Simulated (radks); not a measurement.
Problem. Al3+, configuration [He] 2s2 2p4 3p2 (not the ground configuration). All-electron calculation, Dirac Kohn-Sham, LDA (Slater exchange, Perdew-Wang correlation), spin-unpolarised, spherical densities, point nucleus; open shells fill j = l - 1/2 first. Program: a radial shooting solver on a logarithmic mesh with Libxc functionals. Some entries of the table are withheld. Estimate them.

orbital,occ.,eigenvalue (hartree),<r> (bohr),<r^2> (bohr^2)
1s1/2,2,-58.68363,0.1205,0.01954
2s1/2,2,-6.58816,(1),0.4157
2p1/2,2,(2),(3),0.3689
2p3/2,2,(4),(5),0.3711
3p1/2,2,-1.28250,1.919,4.246
3p3/2,0,-1.28004,1.922,4.261

Solution. 
(1) 2s1/2 <r> (bohr): 0.5917
(2) 2p1/2 eigenvalue (hartree): -5.28696
(3) 2p1/2 <r> (bohr): 0.5444
(4) 2p3/2 eigenvalue (hartree): -5.26750
(5) 2p3/2 <r> (bohr): 0.5461
